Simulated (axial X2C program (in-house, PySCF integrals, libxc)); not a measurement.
# Working with the constants of LiSe⁻

A bond curve at the CCSD(T) level, 2c, was computed with an in-house relativistic program for diatomic molecules (basis Se dyall-acv3z [9s10p7d5f1g], Li dyall-av3z [9s9p3d] (cores contracted in-house)) for the state Ω = 0 (closed shell). Its fit gives Re = 2.2140 Å, ωe = 543.4 cm⁻¹, ωexe = 3.99 cm⁻¹ and αe = 5.527e-03 cm⁻¹; the masses are 79.9165 and 7.0160 u. Two-component means X2C with spin–orbit coupling and atomic mean-field Coulomb and Gaunt terms.

Correlated methods: 8 electrons correlated (number of frozen shells: Se 3 s, 2 p, 1 d; Li 1 s), 236 virtual spin orbitals or spinors in MP2, 90 natural virtuals in coupled cluster.

(1) Find the reduced mass, Be and the force constant.

(2) Where do the fundamental and the first overtone lie?

(3) Estimate the centrifugal constant by the Kratzer relation.

(4) Give B0, the J = 1←0 line in GHz and the most populated J at 300 K (kT = 208.5 cm⁻¹).

(5) Estimate De from a Morse curve and compare with the computed well depth of 2.097 eV to Se- + Li.

The state is a single determinant with fixed occupations, the lowest that a limited PBE0 search found. De is counted from the lowest determinant-based energies of the atoms at the same level, without counterpoise correction. CCSD and (T) use frozen natural virtuals with an MP2 correction for the truncation; (T) itself is uncorrected, so its De runs slightly low.

Results:

(1) From the CCSD(T) values: μ = 6.4498 u. Be = 16.8576/(μ Re²) = 0.5332 cm⁻¹. k = 5.8918×10⁻⁷ μ ωe² = 1.12 mdyn/Å.

(2) ν(1←0) = ωe − 2ωexe = 535.4 cm⁻¹; ν(2←0) = 2ωe − 6ωexe = 1062.9 cm⁻¹.

(3) D = 4Be³/ωe² = 2.05e-06 cm⁻¹.

(4) B0 = Be − αe/2 = 0.5304 cm⁻¹; 2B0 = 31.8 GHz; J(max) ≈ √(kT/2B0) − 1/2 = 13.5, so J = 14.

(5) De(Morse) = ωe²/(4ωexe) = 2.294 eV against 2.097 eV computed, a ratio of 1.09. For De the Morse form works well here.
